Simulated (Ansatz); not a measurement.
Coupled-cluster run, `BNC(=N)F`.

```yaml
crystal:
  periodic: [false, false, false]
  atoms:
    - {symbol: B, position_ang: [-0.590083, 0.620061, -1.288299]}
    - {symbol: N, position_ang: [0.400552, -0.056798, -0.552793]}
    - {symbol: C, position_ang: [0.364006, -0.381940, 0.787260]}
    - {symbol: N, position_ang: [-0.550321, -0.129899, 1.593397]}
    - {symbol: F, position_ang: [1.499265, -1.035548, 1.115691]}
    - {symbol: H, position_ang: [-0.363930, 0.804935, -2.445405]}
    - {symbol: H, position_ang: [-1.585962, 0.971196, -0.745327]}
    - {symbol: H, position_ang: [1.249876, -0.361332, -1.003344]}
    - {symbol: H, position_ang: [-0.334805, -0.477075, 2.521620]}
basis:
  gaussian: {orbitals: def2-SVP}
correlation: {method: ccsd_t}
```

```sh
$ ansatz run in.yaml --threads 2 --pin off --events-out ev --progress --plain --max-ram 4352MiB
```

The program prints (abridged):

```
Functional definition: HF
910 factors; integrals over basis functions are off by at most 1.2e-3 eV
mean field evaluation 1: about -7425.7945 eV, gradient 4.1e1 eV
mean field evaluation 2: about -7425.9367 eV, gradient 4.1e1 eV
mean field evaluation 4: about -7429.5923 eV, gradient 3.8e0 eV
mean field evaluation 8: about -7429.6560 eV, gradient 4.2e-1 eV
mean field -7429.65766122 eV, -273.0348830469 hartree, gradient 1.0e-6 eV, S^2 0.000000; 0 other end points of the search recorded, 0 dependent functions left out
5 core orbitals not correlated: weight in the atoms' cores, before any rotation towards them, 1.000 or more for the frozen orbitals, at most 0.000 for the correlated occupied ones
reference -7429.65766122 eV, -273.0348830469 hartree; 14, 14 occupied and 71, 71 virtual orbitals, 910 factors
second order -19.61029842 eV of doubles, -0.00000000 eV of singles
cycle   1  -19.90299641 eV  change   -2.9e-1 eV  update   1.0e-1
cycle   2  -20.41297932 eV  change   -5.1e-1 eV  update   3.2e-2
cycle   3  -20.54583121 eV  change   -1.3e-1 eV  update   1.7e-2
cycle   4  -20.53947385 eV  change    6.4e-3 eV  update   5.5e-3
cycle   5  -20.53586714 eV  change    3.6e-3 eV  update   2.5e-3
cycle   6  -20.53677385 eV  change   -9.1e-4 eV  update   9.2e-4
cycle   7  -20.53641351 eV  change    3.6e-4 eV  update   3.1e-4
cycle   8  -20.53632271 eV  change    9.1e-5 eV  update   1.0e-4
cycle   9  -20.53637411 eV  change   -5.1e-5 eV  update   3.8e-5
cycle  10  -20.53638538 eV  change   -1.1e-5 eV  update   1.3e-5
perturbative correction -0.60729236 eV, -0.0223175825 hartree
Total energy: -7450.80133896 eV, -273.8118988723 hartree
```

Hardware: 2 threads of an Arm Neoverse V1 on a shared host. Wall time 5.5 s, peak host memory 0.35 GiB.

Correlation energy per correlated electron: -0.755 eV. T1 diagnostic: 0.0147.
